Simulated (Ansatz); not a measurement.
Z-matrix (Å, degrees):
```
Si
O 1 1.634
O 1 1.635 2 114.8
O 1 1.632 2 106.7 3 -117.1
O 1 1.617 2 105.8 3 119.8
H 2 0.958 1 116.9 3 76.3
H 3 0.958 1 116.5 2 82.8
H 4 0.958 1 116.3 2 157.6
Ge 5 1.783 1 131.2 2 31.9
H 9 1.535 5 109.1 1 40.6
H 9 1.534 5 104.9 1 160.2
H 9 1.535 5 108.1 1 -80.9
```

Total charge 0; spin multiplicity 1.

(1) List the PBE/def2-TZVPP orbital energies in eV (Ansatz 0.2.0). (Estimate.)

Results:

(1) Ansatz gave: Occupied: -10804.85, -1780.64, -1338.16, -1191.59, -1191.57, -1191.57, -510.16, -510.15, -510.14, -509.99, -162.80, -138.14, -114.29, -114.21, -114.20, -94.89, -94.89, -94.89, -30.23, -30.06, -30.05, -29.99, -29.98, -25.63, -24.76, -24.68, -23.90, -14.56, -13.71, -12.86, -12.68, -10.82, -9.57, -9.17, -9.00, -8.66, -8.56, -8.09, -7.92, -7.64, -7.21, -7.06. Lowest empty: -0.78, 0.14, 0.29, 0.83, 0.89, 1.09, 1.27, 3.01.
